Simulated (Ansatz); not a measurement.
Consider the formal exchange of groups at the Si–F bond: `C[Si](F)(F)[SiH3]` + `BC=C=O` → `B[Si](C)(F)[SiH3]` + `O=C=CF`.

Gas-phase electronic energies from Ansatz, PBE0-D4/def2-TZVP geometries. CCSD(T)/CBS adds triple-zeta CCSD(T) − MP2 to the extrapolated MP2 energy (def2 sets, frozen cores). DFT in def2-TZVPP.

`C[Si](F)(F)[SiH3]`:

```xyz
11

C     0.690    0.214    1.609
Si    0.184   -0.748    0.115
F     1.470   -1.494   -0.469
F    -0.826   -1.900    0.569
Si   -0.816    0.471   -1.620
H     1.142   -0.450    2.351
H     1.420    0.983    1.347
H    -0.174    0.703    2.067
H     0.126    1.517   -2.101
H    -1.168   -0.430   -2.749
H    -2.049    1.134   -1.117
```

`BC=C=O`:

```xyz
7

B    -0.462    0.859   -0.460
C     0.604   -0.060    0.073
C     0.178   -1.196    0.607
O    -0.233   -2.165    1.060
H    -0.146    1.900   -0.955
H    -1.613    0.545   -0.386
H     1.673    0.117    0.061
```

`B[Si](C)(F)[SiH3]`:

```xyz
13

B    -0.343    0.782   -1.892
Si   -0.257   -0.469   -0.346
C    -1.605   -0.229    0.928
F    -0.282   -2.022   -0.793
Si    1.852   -0.054    0.638
H    -0.198    0.440   -3.028
H    -0.446    1.956   -1.676
H    -1.602    0.803    1.287
H    -2.588   -0.440    0.502
H    -1.453   -0.893    1.783
H     1.869    1.322    1.207
H     2.958   -0.169   -0.350
H     2.095   -1.026    1.740
```

`O=C=CF`:

```xyz
5

O     0.953    1.709   -0.213
C     0.397    0.699   -0.090
C    -0.195   -0.469    0.036
F    -1.471   -0.548    0.458
H     0.317   -1.391   -0.192
```

CCSD(T)/CBS gives +4.37 eV.

(1) Another level gave +4.33 eV. Which?
A. HF/def2-TZVPP
B. CCSD/def2-TZVPP
C. PBE/def2-TZVPP
D. ωB97X-V/def2-TZVPP

Largest T1 diagnostic among the species: 0.017.

Answers

(1) B. CCSD/def2-TZVPP 4.33, HF/def2-TZVPP 4.47, ωB97X-V 4.24, PBE 4.12 eV.

From PBE to PBE0 (25 % exact exchange), in def2-TZVPP and without D4, ΔE moves by +0.11 eV.
